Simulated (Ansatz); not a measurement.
Ansatz results at the PBE0-D4/def2-TZVP geometry: LUMO energy (PBE/def2-TZVPP) -0.74 eV; size of the dipole moment (ωB97M-V/def2-TZVPP) 0.98 D; HOMO–LUMO gap (PBE0/def2-TZVPP) 6.90 eV.

Each molecule was computed in one conformer, which needn't be the lowest.

**Question.** Which molecule gave them?
A. `NPB[SiH3]`
B. `C=C1CC1=O`
C. `COC1C=CO1`
D. `C=COC(C)=O`

**Answer.** C. The others give `C=COC(C)=O`: -1.47, 1.81, 6.98; `C=C1CC1=O`: -3.22, 3.21, 4.82; `NPB[SiH3]`: -2.67, 3.06, 5.17.
